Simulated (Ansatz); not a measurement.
CH$_{5}$FN$_{2}$OW, SMILES `C[O][W](=[NH])(=[NH])[F]`. Total charge 0; spin multiplicity 1. Correlated methods include outer-core shells of W, which these sets cover unevenly. W takes the def2 core potential.

```tsv
atom	x (Å)	y (Å)	z (Å)
C1	-1.6080	-1.1539	0.2436
O2	-0.7500	-0.1801	0.7816
W3	0.5975	0.9484	0.1442
N4	2.0930	0.5397	0.9458
N5	0.7211	0.6860	-1.5803
F6	0.2087	2.7603	0.4543
H7	-1.2557	-2.1498	0.5265
H8	-1.6513	-1.0817	-0.8470
H9	-2.6093	-1.0046	0.6550
H10	3.0319	0.2093	1.0921
H11	1.2221	0.4263	-2.4157
```

Problem. Give the diagnostics of a CCSD(T)/def2-TZVPP run (frozen core, Ansatz 0.2.0). (An estimate is asked.)

Solution. Ansatz gave: T1 = 0.0195, largest single amplitude 0.045, largest double 0.045, (T) share of the correlation energy 4.9 %, 12 CCSD cycles. The RHF solution is stable towards an unrestricted one. T1 lies under the customary mark of 0.02 for closed shells.
